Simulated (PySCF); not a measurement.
AlO, SMILES [O]=[Al], multiplicity 2.

Coordinates come from a B3LYP-D3(BJ)/def2-TZVPD optimisation.

Level of theory: IEF-PCM-M06-2X/def2-TZVPD (PySCF 2.14.0).

The values are the electrostatic part of the solvation free energy, E(continuum) − E(gas) at the gas-phase geometry, in a cavity of scaled van der Waals radii (PySCF's table); cavitation and dispersion terms are not included. A continuum can't describe solvent molecules that bind to the metal. The dipole moment in vacuum is 5.01 D.

Computed values in water (ε = 78.36), acetonitrile (ε = 35.69), 2-propanol (ε = 19.26):
```json
[
 {"solvent": "water", "ε": "78.36", "ΔG(elec) (kcal/mol)": "-19.3", "dipole (D)": "7.72"},
 {"solvent": "acetonitrile", "ε": "35.69", "ΔG(elec) (kcal/mol)": "-18.7", "dipole (D)": "7.65"},
 {"solvent": "2-propanol", "ε": "19.26", "ΔG(elec) (kcal/mol)": "-17.9", "dipole (D)": "7.56"}
]
```
